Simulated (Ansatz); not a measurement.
Reaction R1 → P1 + P2, each structure at its B3LYP-D3(BJ)/def2-TZVP stationary point, reached from a drawn start (curvature not checked).
P1: CF3 (SMILES F[C](F)F), charge 0, multiplicity 2.
R1, CF4 (SMILES FC(F)(F)F) (charge 0, multiplicity 1):
```csv
atom,x (Å),y (Å),z (Å)
F,-0.0368,-1.0400,-0.8219
C,0.0000,0.0000,0.0000
F,-0.1398,1.1193,-0.6970
F,-0.9859,-0.0980,0.8813
F,1.1626,0.0186,0.6375
```
P2: F atom, charge 0, multiplicity 2.

P less R. No zero-point or thermal terms; singlets are restricted closed shells; open shells are unrestricted; no spin–orbit coupling.

Cores are frozen in the correlated methods.

Run with Ansatz (Gaussian basis) for Hartree–Fock, density functionals and correlated methods. Each number belongs to the level named beside it.

### Question
Give the reaction energy at the level CCSD(T)/cc-pVDZ.

### Answer
5.40 eV

### Question
Predict the reaction energy from BHLYP/def2-TZVPP.

### Answer
5.22 eV

### Question
What is the computed reaction energy (HF/cc-pVDZ)?

### Answer
3.85 eV

Ansatz is a first-principles code.
